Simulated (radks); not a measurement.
The numbers below are computed, except where a source is named.
Ionisation of neutral cobalt, [Ar] 3d7 4s2, to [Ar] 3d8 as the strength of local exchange is varied. Level of theory: scalar-relativistic Kohn-Sham, Slater X-alpha exchange (alpha = 2/3 is LDA exchange), no correlation, spin-polarised, spherical densities, point nucleus; open shells are filled with parallel spins first (a radial shooting solver on a logarithmic mesh with Libxc functionals).

alpha  E(Co) (hartree)  exchange (hartree)  IE (eV)  -e of the level emptied (eV)  <r> of it (bohr)
0.667      -1388.58136           -54.66359    7.450                    4.337 (4s)             3.038
0.683      -1389.89417           -56.02978    7.438                    4.426 (4s)             3.027
0.787      -1398.45872           -64.97165    7.311                    5.024 (4s)             2.952
0.79       -1398.70658           -65.23117    7.306                    5.042 (4s)             2.950
0.852      -1403.83907           -70.61444    7.190                    5.416 (4s)             2.906
0.879      -1406.08019           -72.97055    7.131                    5.582 (4s)             2.888

NIST Atomic Spectra Database: 7.881 eV (measured). The central value is not met in this range of alpha. Open shells are spherical and high-spin; term and fine-structure splittings are not resolved.
